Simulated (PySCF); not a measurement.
MoCl3, SMILES [Cl][Mo]([Cl])[Cl] (connectivity only; charge and spin as stated), neutral, multiplicity 4. Atoms are numbered in the order given.

```xyz
4

Mo     0.0000     0.0000     0.0000
Cl     2.2680     0.0000     0.0000
Cl    -1.1340    -1.9641     0.0000
Cl    -1.1340     1.9641     0.0000
```
Charge 0, spin multiplicity 4.

Coordinates come from a B3LYP-D3(BJ)/def2-SVP optimisation. The multiplicity is an assumed one; other spin states were not compared. The def2 effective core potentials stand for the cores of Mo; spin–orbit coupling is left out.

These are M06-2X/def2-TZVPD in PySCF values and carry that method's errors.

Mulliken values depend strongly on the basis, most of all with diffuse functions as here. ESP charges are fitted to the potential on shells at 1.4 to 2.0 van der Waals radii. Atomic charges (e):

```tsv
atom	ESP fit	Mulliken	Mulliken spin
Mo1	(withheld)	1.20	2.98
Cl2	(withheld)	-0.40	0.01
Cl3	(withheld)	-0.40	0.01
Cl4	(withheld)	-0.40	0.01
```

Problem. Complete the blanks. (Estimate from the structure and the level; the computed values follow.)

Solution. 
- Mo1, ESP fit: 0.42
- Cl2, ESP fit: -0.14
- Cl3, ESP fit: -0.14
- Cl4, ESP fit: -0.14
